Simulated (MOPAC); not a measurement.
Job for MOPAC: PM3 on C3H6 (a complex), monomers drawn apart or pushed together.

```
PM3 1SCF PRECISE CHARGE=0 THREADS=1
C3H6

C      0.00926077 1     0.21161244 1    -0.50701010 1
H      0.16021854 1     0.30764219 1    -1.58107775 1
H      0.96679550 1     0.02278419 1    -0.02334585 1
H     -0.42017760 1     1.13605061 1    -0.12175166 1
H     -0.66928064 1    -0.61880942 1    -0.31363252 1
C      0.11119622 1    -0.59268880 1     6.62641784 1
C     -0.16003902 1    -0.42388986 1     5.47286943 1
H      0.35504877 1    -0.74294573 1     7.64973539 1
H     -0.39967853 1    -0.27427636 1     4.44830968 1
```

It printed:

```
*******************************************************************************
 **                                                                           **
 **                              MOPAC v23.2.5                                **
 **                                                                           **
 *******************************************************************************
 ** MOPAC's Digital Object Identifier: https://doi.org/10.5281/zenodo.6511958 **
 **                                                                           **
 ** Please cite the open-source release paper for use of this MOPAC version:  **
 ** J. E. Moussa and J. J. P. Stewart (2026)                                  **
 ** MOPAC: An open-source semiempirical molecular orbital program             **
 ** J. Open Source Softw., 11(119), 8025, https://doi.org/10.21105/joss.08025 **
 *******************************************************************************

                              PM3 CALCULATION RESULTS

 *******************************************************************************
 *  PM3        - The PM3 Hamiltonian to be used
 *
 *
 *
 *                 CHARGE ON SYSTEM = 0
 *
 *
 *
 *  PRECISE    - TIGHTER CRITERIA TO BE USED
 *  1SCF       - DO 1 SCF AND THEN STOP
 *  THREADS=1  - MULTI-THREADING NOT USED
 *  T=         - A TIME OF 172800.0 SECONDS REQUESTED
 *  DUMP=N     - RESTART FILE WRITTEN EVERY 7200.0 SECONDS REQUESTED
 *******************************************************************************
PM3 1SCF PRECISE CHARGE=0 THREADS=1
 C3H6

   ATOM   CHEMICAL          X               Y               Z
  NUMBER   SYMBOL      (ANGSTROMS)     (ANGSTROMS)     (ANGSTROMS)

     1       C          0.00926077  *   0.21161244  *  -0.50701010  *
     2       H          0.16021854  *   0.30764219  *  -1.58107775  *
     3       H          0.96679550  *   0.02278419  *  -0.02334585  *
     4       H         -0.42017760  *   1.13605061  *  -0.12175166  *
     5       H         -0.66928064  *  -0.61880942  *  -0.31363252  *
     6       C          0.11119622  *  -0.59268880  *   6.62641784  *
     7       C         -0.16003902  *  -0.42388986  *   5.47286943  *
     8       H          0.35504877  *  -0.74294573  *   7.64973539  *
     9       H         -0.39967853  *  -0.27427636  *   4.44830968  *



          CARTESIAN COORDINATES

    NO.       ATOM           X           Y           Z

     1         C          0.0093      0.2116     -0.5070
     2         H          0.1602      0.3076     -1.5811
     3         H          0.9668      0.0228     -0.0233
     4         H         -0.4202      1.1361     -0.1218
     5         H         -0.6693     -0.6188     -0.3136
     6         C          0.1112     -0.5927      6.6264
     7         C         -0.1600     -0.4239      5.4729
     8         H          0.3550     -0.7429      7.6497
     9         H         -0.3997     -0.2743      4.4483

  H: (PM3): J. J. P. STEWART, J. COMP. CHEM. 10, 209 (1989).
  C: (PM3): J. J. P. STEWART, J. COMP. CHEM. 10, 209 (1989).

           Empirical Formula: C3 H6  =     9 atoms



      MOLECULAR POINT GROUP   :   Cs


      RHF CALCULATION, NO. OF DOUBLY OCCUPIED LEVELS = 9


 -------------------------------------------------------------------------------
 PM3 1SCF PRECISE CHARGE=0 THREADS=1
 C3H6



     1SCF WAS SPECIFIED, SO BFGS WAS NOT USED
     SCF FIELD WAS ACHIEVED


                              PM3 CALCULATION
                                                       MOPAC v23.2.5 Linux




          FINAL HEAT OF FORMATION =         37.74285 KCAL/MOL =     157.91609 KJ/MOL


          COSMO AREA              =        124.19 SQUARE ANGSTROMS
          COSMO VOLUME            =         88.83 CUBIC ANGSTROMS

          IONIZATION POTENTIAL    =         11.552365 EV
          HOMO LUMO ENERGIES (EV) =        -11.552  1.969
          NO. OF FILLED LEVELS    =          9
          MOLECULAR WEIGHT        =         42.0804         POINT GROUP:  Cs

          MOLECULAR DIMENSIONS (Angstroms)

            Atom       Atom       Distance
            H     8    H     2     9.29245
            H     5    H     4     1.78281
            H     4    H     3     1.52148


          SCF CALCULATIONS        =          1





   ATOM   CHEMICAL          X               Y               Z
  NUMBER   SYMBOL      (ANGSTROMS)     (ANGSTROMS)     (ANGSTROMS)

     1       C          0.00926077  *   0.21161244  *  -0.50701010  *
     2       H          0.16021854  *   0.30764219  *  -1.58107775  *
     3       H          0.96679550  *   0.02278419  *  -0.02334585  *
     4       H         -0.42017760  *   1.13605061  *  -0.12175166  *
     5       H         -0.66928064  *  -0.61880942  *  -0.31363252  *
     6       C          0.11119622  *  -0.59268880  *   6.62641784  *
     7       C         -0.16003902  *  -0.42388986  *   5.47286943  *
     8       H          0.35504877  *  -0.74294573  *   7.64973539  *
     9       H         -0.39967853  *  -0.27427636  *   4.44830968  *

                             CARTESIAN COORDINATES

   1    C        0.009260770     0.211612440    -0.507010100
   2    H        0.160218540     0.307642190    -1.581077750
   3    H        0.966795500     0.022784190    -0.023345850
   4    H       -0.420177600     1.136050610    -0.121751660
   5    H       -0.669280640    -0.618809420    -0.313632520
   6    C        0.111196220    -0.592688800     6.626417840
   7    C       -0.160039020    -0.423889860     5.472869430
   8    H        0.355048770    -0.742945730     7.649735390
   9    H       -0.399678530    -0.274276360     4.448309680


           Empirical Formula: C3 H6  =     9 atoms



      MOLECULAR POINT GROUP   :   Cs


                  EIGENVALUES
 -31.36072 -29.87559 -19.58555 -16.54544 -13.68277 -13.67800 -13.64759 -11.55237
 -11.55236   1.96851   1.96855   2.85383   4.17391   4.20127   4.54043   4.55002
   4.55144   6.56930


              NET ATOMIC CHARGES AND DIPOLE CONTRIBUTIONS

  ATOM NO.   TYPE          CHARGE      No. of ELECS.   s-Pop       p-Pop
    1          C          -0.111454        4.1115     1.11207     2.99939
    2          H           0.027680        0.9723     0.97232
    3          H           0.028132        0.9719     0.97187
    4          H           0.027820        0.9722     0.97218
    5          H           0.027823        0.9722     0.97218
    6          C          -0.193747        4.1937     1.22415     2.96960
    7          C          -0.193862        4.1939     1.22420     2.96966
    8          H           0.193779        0.8062     0.80622
    9          H           0.193827        0.8062     0.80617
 DIPOLE           X         Y         Z       TOTAL
 POINT-CHG.     0.005    -0.001    -0.001     0.006
 HYBRID         0.001     0.000    -0.005     0.005
 SUM            0.006    -0.000    -0.007     0.009


          ATOMIC ORBITAL ELECTRON POPULATIONS

     Atom    s        px        py        pz
    1  C   1.11207   0.99942   0.99884   1.00113
    2  H   0.97232
    3  H   0.97187
    4  H   0.97218
    5  H   0.97218
    6  C   1.22415   0.99838   0.99938   0.97184
    7  C   1.22420   0.99857   0.99942   0.97168
    8  H   0.80622
    9  H   0.80617

 **********************
 *                    *
 * JOB ENDED NORMALLY *
 *                    *
 **********************




 == MOPAC DONE ==
```

The run finished.

Cost: roughly 0.020 core-seconds.
